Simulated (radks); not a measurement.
All-electron atom: Br11+ in [Ar] 3d4 4d2 (not the ground configuration). Method: scalar-relativistic Kohn-Sham, BLYP, spin-polarised, spherical densities, finite nucleus; open shells are filled with parallel spins first; Fermi nuclear charge, rms radius 4.1629 fm; computed with a radial shooting solver on a logarithmic mesh with Libxc functionals.

Radial electron density D(r) = 4 pi r^2 rho(r):

r (bohr),D(r) (e/bohr),spin D(r)
0.001637,1.094,-0.0000805
0.002097,1.711,-0.000126
0.002709,2.689,-0.000198
0.003472,4.118,-0.000302
0.004485,6.292,-0.000461
0.005793,9.419,-0.000688
0.007423,13.57,-0.000988
0.009589,19.14,-0.00139
0.01229,25.62,-0.00185
0.01587,32.80,-0.00234
0.02034,39.00,-0.00273
0.02628,42.95,-0.00276
0.03367,43.12,-0.00172
0.04349,39.90,0.00323
0.05618,36.41,0.0222
0.072,37.16,0.0842
0.093,43.79,0.278
0.1192,50.73,0.766
0.154,49.25,1.88
0.1973,37.58,3.80
0.2548,25.83,6.49
0.3266,24.80,8.73
0.4218,28.28,8.93
0.5449,23.42,6.48
0.6983,12.39,3.60
0.902,4.746,2.37
1.156,2.611,2.28
1.493,1.569,1.55
1.913,0.5212,0.521
2.472,0.06654,0.0665
3.167,0.002983,0.00298

D(r) has 3 maxima, at r = 0.0301, 0.131, 0.429 bohr, and minima at 0.0618, 0.294 bohr, inside which lie 2.06, 10.94 electrons.
